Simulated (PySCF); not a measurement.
# Working out the excitation energy of F

F [He] 2s2 2p5 (2P) → F [He] 2s1 2p6 (2S). All numbers are calculated (PySCF 2.14, scalar relativity by spin-free X2C-1e, in x2c-TZVPPall with one added diffuse shell each of s, p, d type (6s4p3d1f, 40 functions)). Frozen: nothing. Energies in hartree (1 hartree = 27.21139 eV):

```tsv
part	F (lower)	F (upper)
UHF	-99.499168	-98.619068
MP2 opposite-spin	-0.167951	-0.229744
MP2 same-spin	-0.050640	-0.063825
```

Problem. What does Hartree-Fock give?

Solution. (-98.619068) − (-99.499168) = 0.880100 hartree = 23.949 eV.

Problem. What do MP2 and SCS-MP2 (6/5 opposite-spin, 1/3 same-spin) give?

Solution. The opposite-spin parts differ by -1.681 eV and the same-spin parts by -0.359 eV. MP2: 23.949 + (-1.681) + (-0.359) = 21.909 eV. SCS-MP2: 23.949 + 1.2 × (-1.681) + (-0.359)/3 = 21.812 eV.

The upper state lies above the first ionisation limit, where it may autoionise and the basis confines it.
